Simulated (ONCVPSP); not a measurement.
## An all-electron radial function and its pseudo partner (niobium (Nb))

Columns: radius, all-electron u(r) and pseudo u(r) of the 4s shell (level -58.35 eV) of niobium in the configuration [Ar] 3d10 4s2 4p6 4d4 5s1; PBEsol, scalar-relativistic, ONCV scheme, ONCVPSP 4.0.1.

| r (bohr) | all-electron | pseudo |
| --- | --- | --- |
| 0.118 | 0.3561 | 0.1753 |
| 0.235 | -0.3152 | 0.3437 |
| 0.353 | -0.5697 | 0.5024 |
| 0.470 | -0.2523 | 0.6431 |
| 0.588 | 0.2352 | 0.7626 |
| 0.705 | 0.6484 | 0.8541 |
| 0.822 | 0.9181 | 0.9150 |
| 0.940 | 1.0510 | 0.9436 |
| 1.058 | 1.0754 | 0.9398 |
| 1.175 | 1.0285 | 0.9067 |
| 1.292 | 0.9408 | 0.8494 |
| 1.410 | 0.8329 | 0.7736 |
| 1.528 | 0.7205 | 0.6868 |
| 1.645 | 0.6133 | 0.5968 |
| 1.763 | 0.5144 | 0.5078 |
| 1.880 | 0.4277 | 0.4257 |
| 1.998 | 0.3522 | 0.3518 |
| 2.115 | 0.2885 | 0.2885 |
| 2.232 | 0.2352 | 0.2351 |
| 2.350 | 0.1905 | 0.1905 |
| 2.468 | 0.1538 | 0.1537 |
| 2.585 | 0.1240 | 0.1239 |
| 2.702 | 0.0997 | 0.0997 |
| 2.820 | 0.0798 | 0.0798 |
| 2.938 | 0.0638 | 0.0638 |
| 3.055 | 0.0510 | 0.0510 |

(1) How many radial nodes do the two functions have?

(2) At about which radius was the pseudo-wave matched?

(3) Where does each function peak?

(4) Is the pseudo-wave norm-conserving?

Answers

(1) The all-electron 4s function has n − l − 1 = 3 (the table is too coarse to show those close to the nucleus); the pseudo-wave has 0, since the states of the same l below it are removed with the core.

(2) 2.20 bohr. The columns agree to 0.0005 from 2.00 bohr on; several derivatives are matched, so the curves merge somewhat inside the radius.

(3) Outermost all-electron maximum near 1.06 bohr, pseudo maximum near 0.94 bohr (to the table’s step).

(4) Yes: the ONCV scheme keeps the norm inside the radius equal to the all-electron one, which fixes the energy derivative of the logarithmic derivative at the level.
